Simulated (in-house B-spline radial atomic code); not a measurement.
How numerical settings move a run on Tc III (Tc2+), [Kr] 4d5. Computed with a B-spline radial code for spherical atoms: Dirac-Kohn-Sham BLYP, spherical fractional occupations, Fermi nucleus of rms radius 4.41117 fm.

Command:
```bash
python run_scf.py task.json out
```
Settings of the sound reference run:
```
Z                43
electrons        41
configuration    [Kr] 4d5
hamiltonian      dirac
method           b88,lyp
spin_polarised   False
nucleus          fermi
rms_radius       4.41117
mass_number      97
atomic_mass      96.90636
speed_of_light   137.036
knot_spacing     0.22
spline_order     8
gauss_points     12
box_radius       22.22
max_iterations   70
damping          0.5
damped_steps     3
diis_vectors     10
tolerance        1e-08
start            Thomas-Fermi
```

Run time, properties included: 1.7 s on 1 thread of Arm Neoverse N1, with other jobs on the host.

It converges in 10 iterations to -4285.905332 hartree, with 4d5/2 at -22.2945 eV. The other runs change the listed settings, some to values that make no sense; their results aren't properties of the atom or ion. Radii are in bohr (the nuclear one in fm), a minus after a letter asks for a j subshell, and «unchanged» means within 1e-8 hartree. The run stops when the residual is below 10 × tolerance × max(1, Z/10), or a noise floor if that is larger, and the energy moves by less than 1e-8 × √|E| hartree; so very loose and very tight tolerances often act alike.

```tsv
changed settings	outcome
box_radius = 6.67	converged in 10 iterations, energy +3.32e-04 hartree from the reference, 4d5/2 level +1.9e-02 eV (the program warns: 4d5/2 reaches the box edge; 4d3/2 reaches the box edge)
tolerance = 1e-13	converged in 10 iterations, energy unchanged
box_radius = 3.33	converged in 9 iterations, energy +2.88e-01 hartree from the reference, 4d5/2 level +4.7e+00 eV (the program warns: 4d5/2 reaches the box edge; 4s1/2 reaches the box edge)
damping = 0.8	converged in 11 iterations, energy unchanged, 4d5/2 level +8.7e-06 eV
box_radius = 4.44	converged in 10 iterations, energy +3.17e-02 hartree from the reference, 4d5/2 level +8.7e-01 eV (the program warns: 4d5/2 reaches the box edge; 4s1/2 reaches the box edge)
spline_order = 4, max_iterations = 100, damped_steps = 1, tolerance = 1e-10, start = bare nucleus	converged in 11 iterations, energy +1.96e-03 hartree from the reference, 4d5/2 level -1.6e-04 eV
electrons = 49, configuration = [Kr] 4d5 6s2 6p6, max_iterations = 50	converged in 24 iterations to -4285.3925 hartree, a different physical problem (warning: 6s1/2 has a positive eigenvalue: unbound, held by the box)
box_radius = 1.33	converged in 8 iterations, energy +4.81e+01 hartree from the reference, 4d5/2 level +1.9e+02 eV (the program warns: 4d5/2 has a positive eigenvalue: unbound, held by the box; 4s1/2 has a positive eigenvalue: unbound, held by the box)
damping = 0.95	converged in 11 iterations, energy unchanged, 4d5/2 level +1.8e-05 eV
electrons = 47, configuration = [Kr] 4d11, max_iterations = 100	stopped with error: shell 4d holds at most 10 electrons
max_iterations = 60, damped_steps = 1, start = bare nucleus	converged in 11 iterations, energy unchanged, 4d5/2 level +3.5e-06 eV
damping = 0.2	converged in 10 iterations, energy unchanged, 4d5/2 level +5.0e-06 eV
box_radius = 0.89	converged in 8 iterations, energy +2.42e+02 hartree from the reference, 4d5/2 level +6.7e+02 eV (the program warns: 4d5/2 has a positive eigenvalue: unbound, held by the box; 3d3/2 has a positive eigenvalue: unbound, held by the box)
spline_order = 5, max_iterations = 50, damped_steps = 30	converged in 18 iterations, energy +6.10e-05 hartree from the reference, 4d5/2 level +1.2e-06 eV
```

(1) What happens with box_radius = 11.11?

(2) What happens with method = hf, spin_polarised = True?

(3) What happens with gauss_points = 4, first_knot = 0.00698, max_iterations = 75, tolerance = 1e-13, start = bare nucleus?

(4) What happens with spline_order = 10, first_knot = 0.0698, max_iterations = 50, start = bare nucleus?

Results:

(1) Converged in 10 iterations, energy -1.30e-08 hartree from the reference, 4d5/2 level +2.9e-06 eV.

(2) Stopped with error: spin polarisation is not served with the Dirac Hamiltonian.

(3) Stopped with error: index 0 is out of bounds for axis 0 with size 0.

(4) Converged in 11 iterations, energy +6.38e+00 hartree from the reference, 4d5/2 level -4.3e-02 eV.
